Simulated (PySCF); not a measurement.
Fill in the blanks.

C5H8F5N.
Z-matrix (Å and degrees, PBE0-D3(BJ)/def2-SVP geometry), rows numbered from 1:
```
C 
N   1  1.4440
C   2  1.4416  1  112.83
C   2  1.4339  1  114.39  3   130.80
C   4  1.5166  2  114.44  1    75.16
F   5  1.3488  4  108.21  2   168.33
F   5  1.3519  4  112.04  2   -73.68
C   5  1.5432  4  114.72  2    48.43
F   8  1.3284  5  109.93  4   163.59
F   8  1.3303  5  110.17  4    44.42
F   8  1.3238  5  111.21  4   -76.57
H   1  1.1129  2  112.79  3   -66.22
H   1  1.0998  2  109.42  3    53.98
H   1  1.0970  2  110.78  3   172.53
H   3  1.1004  2  110.20  1  -173.01
H   3  1.1131  2  113.50  1    65.61
H   3  1.1002  2  109.61  1   -54.73
H   4  1.0992  2  109.04  1  -167.22
H   4  1.1141  2  114.46  1   -47.38
```

```json
{"property": "point group", "level": "PBE0-D3(BJ)/def2-SVP", "value": "C1"}
{"property": "rotational constants A, B, C", "level": "PBE0-D3(BJ)/def2-SVP", "value": "?"}
{"property": "dipole moment", "level": "CAM-B3LYP/def2-SVPD", "value": "?"}
{"property": "HOMO energy", "level": "CAM-B3LYP/def2-SVPD", "value": "?"}
{"property": "LUMO energy", "level": "CAM-B3LYP/def2-SVPD", "value": "?"}
{"property": "lowest singlet excitation", "level": "TDDFT CAM-B3LYP/def2-SVPD", "value": "6.34 eV (196 nm, f = 0.034)"}
{"property": "strongest line among the 10 lowest singlet transitions", "level": "TDDFT CAM-B3LYP/def2-SVPD", "value": "S5 at 7.59 eV (163 nm, f = 0.059)"}
{"property": "lowest triplet excitation (Tamm–Dancoff)", "level": "TDA CAM-B3LYP/def2-SVPD", "value": "6.16 eV"}
{"property": "static isotropic polarisability", "level": "CAM-B3LYP/def2-SVPD", "value": "?"}
{"property": "electronic spatial extent ⟨r²⟩ about the centre of nuclear charge", "level": "CAM-B3LYP/def2-SVPD", "value": "?"}
{"property": "13C chemical shifts (computed TMS as zero) by class", "level": "GIAO CAM-B3LYP/pcSseg-2", "value": "131.3 (C8), 125.3 (C5), 63.1 (C4), 46.5 (C1/C3) ppm"}
{"property": "1H chemical shifts (computed TMS as zero) by class", "level": "GIAO CAM-B3LYP/pcSseg-2", "value": "?"}
{"property": "isotropic shieldings of nuclei other than C and H, by class", "level": "GIAO CAM-B3LYP/pcSseg-2", "value": "235 (N2), 269 (F9/F10/F11), 303 (F6/F7) ppm"}
{"property": "largest of the computed one-bond spin–spin couplings (means over like bonds)", "level": "B3LYP/pcJ-1, spin–dipole term left out for some pairs", "value": "19F–13C -353.0 (F9–C8 and 2 like it), 19F–13C -308.5 (F6–C5 and 1 like it), 13C–1H +139.6 (C1–H12 and 5 like it), 13C–1H +138.8 (C4–H18 and 1 like it) Hz"}
```

Electronic properties: PySCF, gas phase, density fitting. One conformer (not necessarily the lowest) at the PBE0-D3(BJ)/def2-SVP geometry, without solvent or vibrations. NMR classes are plain means over equivalent atoms (diastereotopic ones count apart unless rotation or inversion swaps them), as if these changed places fast; in this geometry the members of some classes differ.

Task: The 1H chemical shifts (computed TMS as zero) by class?

Result: 2.73 (H18/H19), 2.30 (H12/H13/H14/H15/H16/H17) ppm.

Task: The static isotropic polarisability?

Result: 74.5 au.

Task: The dipole moment?

Result: 3.04 D.

Task: Give the HOMO energy.

Result: -8.16 eV.

Task: What is the LUMO energy?

Result: 1.13 eV.

Task: What are the rotational constants A, B, C?

Result: 1.602, 0.849, 0.790 GHz.

Task: The electronic spatial extent ⟨r²⟩ about the centre of nuclear charge?

Result: 1625 bohr².

The vertical singlet–triplet gap S1 − T1 is 0.18 eV (TDDFT singlet less Tamm–Dancoff triplet; S1: HOMO→LUMO, weight 0.90; T1: HOMO→LUMO, weight 0.85). The polarisability is 11.04 Å³ as a volume (1 au = 0.148185 Å³), or 0.83 au for each of the 90 electrons. The 10 singlets span 6.34 to 8.72 eV, and their oscillator strengths add up to 0.27. No computed singlet falls in the visible range (750 to 380 nm, 1.65 to 3.26 eV); S1 lies 3.08 eV above its blue end. With B = h/(8π²I), that is 505.379 GHz u Å² over I, the principal moments of inertia are 315.6, 595.0 and 640.1 u Å² (most abundant isotopes); the inertial defect Ic − Ia − Ib is -270.5 u Å² (zero for a rigid planar frame, negative otherwise). The rotational constants make it an asymmetric top with κ = (2B − A − C)/(A − C) = -0.85, nearer the prolate limit (−1).

For the spin–spin coupling job (B3LYP/pcJ-1), time: 3.1 min wall, 6.0 min CPU; peak memory 2.0 GiB. Hardware: 2 threads, Intel Xeon Platinum 8488C (x86_64), shared host.
